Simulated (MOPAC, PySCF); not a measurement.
C$_{4}$H$_{4}$, SMILES `C(#C)C=C`, neutral singlet in the gas phase. 

Cartesian coordinates (Å):
SMILES: C(C=C)#C
```xyz
8

C      2.1211    -0.1015    -0.2787
C      0.9443    -0.1551     0.0202
C     -0.4174    -0.2411     0.4048
C     -1.4407     0.2959    -0.2826
H      3.1550    -0.0484    -0.5507
H     -0.6199    -0.7893     1.3311
H     -1.2759     0.8479    -1.2083
H     -2.4658     0.1910     0.0720
```
Charge 0, multiplicity 1.

All levels are single points at this geometry (PBE-D3(BJ)/def2-TZVP); Pople sets use spherical d functions. Orbital energies aren't observables, and empty levels follow the basis.

B3LYP/3-21G in PySCF gives dipole (D) = 0.36.

### Question
Estimate the dipole (D) from each of these levels: PBE-D3(BJ)/def2-TZVP in PySCF; BP86/6-31G* in PySCF; HF/STO-3G in PySCF; PM3 in MOPAC; PM7 in MOPAC.

### Answer

```tsv
level	dipole (D)
PBE-D3(BJ)/def2-TZVP in PySCF	0.38
BP86/6-31G* in PySCF	0.29
HF/STO-3G in PySCF	0.30
PM3 in MOPAC	0.13
PM7 in MOPAC	0.43
```
